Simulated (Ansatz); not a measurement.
Au9⁺. Charge 1, multiplicity 3. Geometry PBE0-D4/def2-SVP, that of the charge +1 singlet.

```xyz
9

Au    0.824   -1.645   -0.865
Au   -1.324    2.598   -1.227
Au   -1.606   -0.073   -0.779
Au   -0.292    1.669    1.124
Au    3.026   -0.498   -1.786
Au    0.429    0.655    3.461
Au   -0.428   -1.089    1.663
Au   -1.587   -2.731   -0.186
Au    0.960    1.113   -1.404
```

In the def2 sets Au takes a core potential; there is no spin–orbit coupling. At PBE-D4/def2-TZVP the gap within one spin of the charge 1 triplet nearly closes, so an electron or hole may be smeared out by delocalisation error. At PBE0-D4/def2-TZVP a singlet of charge 1 lies 2.51 eV below the triplet at the same geometry. The structure comes from a short search, and lower isomers may exist.

(1) Estimate the α-spin orbital energies around the gap (eV) in Ansatz with PBE-D4/def2-TZVP, r2SCAN-D4/def2-TZVP, PBE0-D4/def2-TZVP.

Results:

(1) 
```tsv
orbital	PBE-D4/def2-TZVP	r2SCAN-D4/def2-TZVP	PBE0-D4/def2-TZVP
HOMO−5	-10.30	-10.48	-11.53
HOMO−4	-10.28	-10.44	-11.23
HOMO−3	-10.12	-10.26	-11.02
HOMO−2	-10.11	-10.26	-11.01
HOMO−1	-10.10	-10.24	-10.97
HOMO	-7.85	-7.94	-8.16
LUMO	-7.69	-7.53	-6.85
LUMO+1	-7.48	-7.34	-6.60
LUMO+2	-7.47	-7.33	-6.58
LUMO+3	-7.42	-7.27	-6.57
LUMO+4	-5.13	-4.91	-4.44
LUMO+5	-4.93	-4.66	-4.19
β HOMO	-10.02	-10.13	-10.79
β LUMO	-9.95	-9.90	-9.33
```
